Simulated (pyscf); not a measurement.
1,1-elimination: H₂As–InH₂ → AsH₃ + InH [singlet]

Gas phase, singlet surface, charge 0. Bonds broken: As1–In2, In2–H5. Bonds formed: As1–H5. Single points on ωB97X-D3(BJ)/def2-SVP structures (PySCF, gas phase). MP2 and CC: frozen core, UHF for open shells. ΔMP2 is the change of the MP2 total energy from the triple- to the quadruple-zeta basis.

Transition state (Å):

```xyz
6

As    -0.4055    -0.6407    -0.0425
In     1.5587     0.7499     0.9250
H     -1.0572    -0.8896     1.3250
H      0.0235    -2.0955    -0.1487
H      1.5030    -0.5283    -0.6182
H      3.1661     1.1030     0.3952
```

One imaginary mode, 745i cm⁻¹; descent along it reached the two sides named, in the forms told below.

```json
[
 {"bond": "As1–In2", "change": "breaks", "reactant side (Å)": "2.560", "saddle": "2.594", "product side": "3.1"},
 {"bond": "In2–H5", "change": "breaks", "reactant side (Å)": "1.729", "saddle": "2.005", "product side": "3.3"},
 {"bond": "As1–H5", "change": "forms", "reactant side (Å)": "3.7", "saddle": "1.997", "product side": "1.562"}
]
```

Electronic energies relative to the reactant's lowest minimum found (kJ/mol):

```
level                             barrier  reaction energy  reverse barrier
--------------------------------  -------  ---------------  ---------------
ωB97X-D3(BJ)/def2-TZVP              236.5           +103.1            133.5
PBE/def2-TZVP                       180.2            +59.5            120.7
r²SCAN/def2-TZVP                    198.9            +76.0            122.9
B3LYP-D3(BJ)/def2-TZVP              199.8            +50.4            149.3
PBE0-D3(BJ)/def2-TZVP               205.7            +74.5            131.2
M06-2X/def2-TZVP                    219.5            +67.0            152.4
ωB97M-D3(BJ)/def2-TZVP              225.4            +62.9            162.5
HF/def2-TZVP                        275.9            +43.9            232.0
MP2/def2-QZVPP                      219.8            +74.0            145.9
CCSD/def2-TZVPP                     226.0            +59.5            166.5
CCSD(T)/def2-TZVPP                  214.5            +64.6            149.9
CCSD(T)/def2-TZVPP + ΔMP2(QZVPP)    213.1            +67.1            146.0
```

With CCSD(T)/def2-TZVPP + ΔMP2(QZVPP) energies and thermal terms (ideal gas, 1 atm, RRHO with modes under 100 cm⁻¹ raised to 100, one conformer, R ln 2 for rigid chiral ones), in kJ/mol:

```
T (K)    ΔH‡    ΔG‡     ΔH     ΔG
-----  -----  -----  -----  -----
298    207.0  208.5  +65.3  +30.5
600    204.8  211.0  +61.6   -3.3
900    202.8  214.6  +57.6  -34.9
1200   200.8  218.8  +53.6  -65.2
```

On the product side the descent ends in an adduct with a As–In contact (not fully relaxed), 30.6 kJ/mol under the separated species and 164.0 kJ/mol under the saddle at ωB97X-D3(BJ)/def2-TZVP. What is counted as broken (As–In) persists as a longer contact in the product adduct; parting that adduct is a step of its own. This is the saddle that the search found; another between the same sides may lie lower. The CCSD(T) − MP2 part came from Ansatz, without density fitting, on the same reference. The frozen core leaves the outer d or s,p core shells of the metals and heavy elements correlated in the MP2 and CC values, and def2-TZVPP describes them poorly, which can shift differences by a few kcal/mol. Elements up to Kr have no core potential and no relativistic terms here. Elements past Kr carry the def2 core potentials, without spin-orbit coupling.
